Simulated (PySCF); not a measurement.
Si(OSiH3)2(NHSiH3)(Cl) (ClH10NO2Si4), SMILES [SiH3]N[Si](Cl)(O[SiH3])O[SiH3].

Coordinates come from a r2SCAN-D4/def2-SVP optimisation. One conformer was computed; it need not be the lowest.

Two levels are set side by side: TDDFT-PBE/def2-SVP (PySCF) and TDDFT-PBE0/def2-SVP (PySCF). Vertical, same geometry. The lowest singlet is HOMO→LUMO 99 % with PBE and HOMO→LUMO 87 % with the other functional; states are paired by order. Differences are taken from unrounded values.

| quantity | TDDFT-PBE |
|---|---|
| lowest singlet excitation (eV) | 5.71 |
| lowest triplet excitation (TDA) (eV) | 5.56 |

**Question.** These are the TDDFT-PBE values. What does TDDFT-PBE0 give? (The exact figures need the calculation; the answer reports its results.)

**Answer.** 
| quantity | TDDFT-PBE0 | TDDFT-PBE minus TDDFT-PBE0 |
|---|---|---|
| lowest singlet excitation (eV) | 6.79 | -1.09 |
| lowest triplet excitation (TDA) (eV) | 6.44 | -0.88 |

A lower first singlet is the usual sign of a functional without exact exchange. Differences between two approximate levels are no errors against the true value.

Rough cost on one machine, each run with all the roots and properties that it gave: TDDFT-PBE0 against TDDFT-PBE about 4 times.
